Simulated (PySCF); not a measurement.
## Shieldings and the share of exact exchange

Molecule: `CBNCC`, C₃H₁₀BN.

Geometry:
```json
{"atom": "C1", "x (Å)": "-2.525", "y (Å)": "0.257", "z (Å)": "0.021"}
{"atom": "B2", "x (Å)": "-1.188", "y (Å)": "-0.508", "z (Å)": "0.346"}
{"atom": "N3", "x (Å)": "-0.004", "y (Å)": "-0.256", "z (Å)": "-0.345"}
{"atom": "C4", "x (Å)": "1.291", "y (Å)": "-0.864", "z (Å)": "-0.139"}
{"atom": "C5", "x (Å)": "2.345", "y (Å)": "0.124", "z (Å)": "0.332"}
{"atom": "H6", "x (Å)": "-2.916", "y (Å)": "0.748", "z (Å)": "0.928"}
{"atom": "H7", "x (Å)": "-2.433", "y (Å)": "1.021", "z (Å)": "-0.768"}
{"atom": "H8", "x (Å)": "-3.307", "y (Å)": "-0.458", "z (Å)": "-0.289"}
{"atom": "H9", "x (Å)": "-1.148", "y (Å)": "-1.355", "z (Å)": "1.218"}
{"atom": "H10", "x (Å)": "-0.007", "y (Å)": "0.456", "z (Å)": "-1.070"}
{"atom": "H11", "x (Å)": "1.633", "y (Å)": "-1.352", "z (Å)": "-1.071"}
{"atom": "H12", "x (Å)": "1.165", "y (Å)": "-1.666", "z (Å)": "0.603"}
{"atom": "H13", "x (Å)": "2.487", "y (Å)": "0.937", "z (Å)": "-0.399"}
{"atom": "H14", "x (Å)": "3.318", "y (Å)": "-0.372", "z (Å)": "0.469"}
{"atom": "H15", "x (Å)": "2.052", "y (Å)": "0.581", "z (Å)": "1.289"}
```

GIAO shieldings (ppm, equivalent atoms averaged) in PySCF on the PBE0-D3(BJ)/def2-SVP geometry, basis pcSseg-1, gas phase, non-relativistic:

```tsv
functional	exact exchange (%)	σ(C4)	σ(B2)	σ(N3)
BLYP	0	125.4	53.2	101.5
BP86	0	130.9	56.6	107.1
PBE	0	131.2	56.0	105.8
B3LYP	20	131.4	56.2	110.2
PBE0	25	138.0	59.7	116.5
BHandHLYP	50	138.8	60.9	122.2
HF	100	149.8	70.8	141.8
```

(1) Fit each shielding as a line in the percentage of exact exchange.

(2) What does the line predict for mPW1PW91 (25 %), and what does the run give?

## Answers

(1) σ(C4) = 129.4 + 0.21 x (rms 2.4 ppm); σ(B2) = 54.8 + 0.15 x (rms 1.4 ppm); σ(N3) = 104.8 + 0.37 x (rms 2.0 ppm). The functionals also differ in their semilocal parts, which the line can't hold; Hartree–Fock has no correlation at all.

(2) σ(C4): 134.7 predicted, 137.1 computed; σ(B2): 58.5 predicted, 59.7 computed; σ(N3): 114.0 predicted, 116.6 computed ppm.
